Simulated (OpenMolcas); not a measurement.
## F+: Slater's ratio, worked from levels

```yaml
Program: OpenMolcas
Basis: ANO-RCC-VTZP [4s3p2d1f]
Scalar_Hamiltonian: DKH2, point nucleus
Active_space: 4 electrons in 3 orbitals (2p)
State_averaging: 2S+1 = 3 even, 3 roots; 2S+1 = 1 even, 6 roots
Spin-orbit_coupling: state interaction with AMFI integrals over the reference wave functions, term energies averaged over their components
```

Methods: CASSCF; SS-CASPT2, IPEA 0.25 Eh, imaginary shift 0.1 Eh (closed shells correlated: 1s 2s). Measured levels: NIST Handbook of Basic Atomic Spectroscopic Data.

**Slater's ratio.** With one set of orbitals, p4 has ¹D - ³P = 6 F2 and ¹S - ¹D = 9 F2 (F2 = F²/25), a ratio of 3/2. Term energies are centres of gravity, weighted by 2J + 1.

```csv
Source,¹D - ³P,¹S - ³P,F2 from the first,Ratio
CASSCF,22567,56203,3761,1.490
SS-CASPT2,20864,47227,3477,1.264
measured,20705,44750,3451,1.161
```

Energies in cm-1. A ratio away from 3/2 shows effects beyond one configuration with one set of orbitals, and in heavier atoms second-order spin-orbit shifts.

Term energies are means over components that CASPT2 splits; among the terms shown or strongly mixed into the levels shown the widest spread is 80 cm-1 (2s² 2p⁴ ¹D, SS-CASPT2). With the s shell closed, the reference lacks s² → p² mixing. Without dynamic correlation excited terms often stand tens of per cent too high (terms of higher spin than the ground term too low), and those without a measured partner can miss by more than the paired ones (holds for CASSCF). Computed and measured levels are paired by configuration, term and J; levels that our copy of the source lacks, or whose pairing is in doubt (as where it misses far off the trend of its configuration), stay unpaired and out of the deviations. Levels of configurations outside the active space are missing.
